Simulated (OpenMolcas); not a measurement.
**Ti III: effect of the IPEA shift**

| Quantity | Value |
| --- | --- |
| Program | OpenMolcas |
| Basis | ANO-RCC-VTZP [6s5p3d2f1g] |
| Scalar Hamiltonian | DKH2, point nucleus |
| Active space | 2 electrons in 5 orbitals (3d) |
| State averaging | 2S+1 = 3 even, 10 roots; 2S+1 = 1 even, 15 roots |
| Spin-orbit coupling | RASSI with atomic mean-field integrals over the reference wave functions, term energies averaged over their components |

Methods on the same reference wave functions:
A. CASSCF
B. SS-CASPT2, IPEA 0 Eh, imaginary shift 0.1 Eh (closed shells correlated: 3s 3p)
C. SS-CASPT2, IPEA 0.25 Eh, imaginary shift 0.1 Eh (closed shells correlated: 3s 3p)

Energies in cm-1 above 3d2 3F2, the measured ground level; measured values from Corliss and Sugar, J. Phys. Chem. Ref. Data 8, 1 (1979).

| Level | A | B | C | Measured |
| --- | --- | --- | --- | --- |
| 3d2 3F2 | 0.0 | 0.0 | 0.0 | 0.0 |
| 3d2 3F3 | 193 | 195 | 195 | 185 |
| 3d2 3F4 | 445 | 447 | 447 | 420 |
| 3d2 1D2 | 11360 | 7890 | 7890 | 8474 |
| 3d2 3P0 | 13576 | 10690 | 11110 | 10538 |
| 3d2 3P1 | 13642 | 10760 | 11180 | 10604 |
| 3d2 3P2 | 13782 | 10890 | 11320 | 10721 |
| 3d2 1G4 | 17501 | 14650 | 14680 | 14398 |
| 3d2 1S0 | 42460 | 32200 | 32330 | 32476 |

Deviations, from unrounded energies. A percentage is the sum of absolute deviations over the sum of measured energies, with the sign that they share, or ± where signs differ.

```
                        Against measurement  Levels      A     B     C
             mean absolute deviation (cm-1)       8   3100   200   350
      fine structure of the ground term (%)       2   +5.5  +5.9  +5.9
other terms of the ground configuration (%)       6  +28.8  ±1.8  ±3.2
```

B lies closest to measurement on these levels and A furthest from it. The largest miss of B in the table is 3d2 1D2, by -580 cm-1. The ranking rests on the paired levels alone, and a cruder setting can come out closer through cancelling errors.

Between B and C the level of the table that moves most is 3d2 3P1, by 420 cm-1 (lowest in B, highest in C). Moves below CASPT2's spread within the term are not significant.

The mean deviations of B to C differ by less than CASPT2's widest spread within a term (780 cm-1), so their order carries little weight.

From A to B the spin-free energies of the other terms of 3d2 shown, above 3F, scale by factors of 0.69 to 0.83.

The lowest spin-free term lies below A's lowest term by 0.303 hartree in B, 0.298 hartree in C.

Term energies are means over components that CASPT2 splits; among the terms shown or strongly mixed into the levels shown the widest spread is 780 cm-1 (3d2 1G, B). Without dynamic correlation excited terms often stand tens of per cent too high (terms of higher spin than the ground term too low), and those without a measured partner can miss by more than the paired ones (holds for A). Computed and measured levels are paired by configuration, term and J; levels that our copy of the source lacks, or whose pairing is in doubt (as where it misses far off the trend of its configuration), stay unpaired and out of the deviations. Only configurations of the active space appear.
